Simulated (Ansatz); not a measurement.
SnBr₂⁺. Total charge 1; doublet. Geometry B3LYP-D4/def2-TZVP; atoms count from 1.

Cartesian coordinates in Å:
```
Sn 1.0553 0.8530 -0.4690
Br -0.5650 0.3285 1.5238
Br -0.4903 -1.1814 -1.0549
```

In the def2 sets Sn takes a core potential; there is no spin–orbit coupling. In the doublet, Br2 and Br3 lie 2.99 Å apart (atoms count from 1), so these atoms are partly bonded to each other. The structure comes from a short search, and lower isomers may exist.

(1) Estimate the Mulliken populations from the PBE0/def2-TZVP orbitals of Ansatz.

(2) Where does the spin sit?

(3) And the Mayer bond orders between heavy atoms (over 0.3)?

## Answers

(1) 
| atom | charge (e) | spin (α − β) |
| --- | --- | --- |
| Sn1 | 0.96 | -0.06 |
| Br2 | 0.02 | 0.53 |
| Br3 | 0.02 | 0.53 |
Mulliken values depend strongly on the basis.

(2) Summed by element: Sn -0.06, Br 1.06, of 1 unpaired in all. Largest on single atoms: Br2 0.53, Br3 0.53, Sn1 -0.06.

(3) Sn1–Br2 0.86 (2.62 Å); Sn1–Br3 0.86 (2.62 Å); Br2–Br3 0.48 (2.99 Å).
